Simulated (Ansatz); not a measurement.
Task: Predict a relaxed structure of MnF₃, charge 0, quintet, at r2SCAN-D4/def2-TZVP (Ansatz).

Result: 
```xyz
4

Mn    0.146    0.000    0.129
F    -1.142   -0.003   -1.013
F     1.263   -1.226   -0.417
F    -0.267    1.228    1.302
```
Point group C2v (tolerance 0.1 Å). The metal has 3 neighbours: F 1.72 Å, F 1.75 Å, F 1.75 Å. This is one stationary point.
